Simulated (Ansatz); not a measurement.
Gas-phase electronic energies from Ansatz, PBE0-D4/def2-TZVP geometries. CBS: MP2 limit from def2 TZ/QZ plus the TZ coupled-cluster correction, frozen cores. This one scheme is used for every species. DFT in def2-TZVPP. B3LYP here is the variant with VWN-RPA as its local correlation; programs differ in this. Each species was taken in one conformer, which may not be the lowest.

Consider the ligand exchange at the Al–C bond: `C=[CH][AlH][NH2]` + CH₃OH → `C[O][AlH][NH2]` + ethylene.

```
             level  ΔE (kcal/mol)  difference from CCSD(T)/CBS
       LDA (SPW92)          -29.7                          0.9
         revPBE-D4          -28.2                          2.4
           BLYP-D4          -30.9                         -0.3
          B3LYP-D4          -31.4                         -0.8
           ωB97M-V          -30.7                         -0.1
            B2PLYP          -31.9                         -1.3
          PBE-QIDH          -30.5                          0.1
            revPBE          -28.5                          2.1
              BLYP          -31.5                         -0.9
            r2SCAN          -31.2                         -0.6
              PBE0          -29.4                          1.2
           r2SCANh          -31.2                         -0.6
     CCSD/def2-SVP          -32.1                         -1.5
   CCSD/def2-TZVPP          -31.2                         -0.6
CCSD(T)/def2-TZVPP          -30.7                         -0.1
    MP2/def2-QZVPP          -31.3                         -0.7
       CCSD(T)/CBS          -30.6                            0
```

Largest T1 diagnostic among the species: 0.012.

Leaving LDA and LC-ωPBE aside and taking each functional with its dispersion term where it has one, the values, not all of them listed here, spread over 4.2 kcal/mol, from CAM-B3LYP-D4 to revPBE-D4. LDA lies −0.8 kcal/mol from PBE without D4. At CCSD(T), def2-SVP lies −1.0 kcal/mol from the extrapolated value and def2-TZVPP −0.1 kcal/mol. From BLYP to BHLYP (50 % exact exchange), in def2-TZVPP and without D4, ΔE moves by −1.3 kcal/mol.
